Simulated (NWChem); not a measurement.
# Total energies of BCl

```
B
Cl 1 1.7192
```
Charge 0, spin multiplicity 1.

Program: NWChem. The geometry was optimised at PBE0/def2-SVP, a minimum by its harmonic frequencies.

Basis set: cc-pVQZ (114 functions).

```json
[
 {"method": "RHF", "total energy (Ha)": "-484.16098", "relative cost": "1"},
 {"method": "MP2", "total energy (Ha)": "-484.44406", "relative cost": "under 3"},
 {"method": "B2PLYP", "total energy (Ha)": "-484.86813", "relative cost": "under 3"},
 {"method": "PBE", "total energy (Ha)": "-484.78295", "relative cost": "under 3"},
 {"method": "B3LYP", "total energy (Ha)": "-485.03272", "relative cost": "under 3"},
 {"method": "M06-2X", "total energy (Ha)": "-484.99077", "relative cost": "under 3"},
 {"method": "CCSD(T)", "total energy (Ha)": "-484.48660", "relative cost": "60"}
]
```

Total energies of different functionals aren't comparable as a measure of quality: only differences taken within one method are. Relative cost: rough, from shared machines, SCF included, RHF = 1.

The correlated methods keep 6 core orbitals frozen. B3LYP has NWChem's definition, with VWN1-RPA local correlation. The structure started from a generated list of species. Coupled-cluster values serve here as a point of comparison, not as the truth.
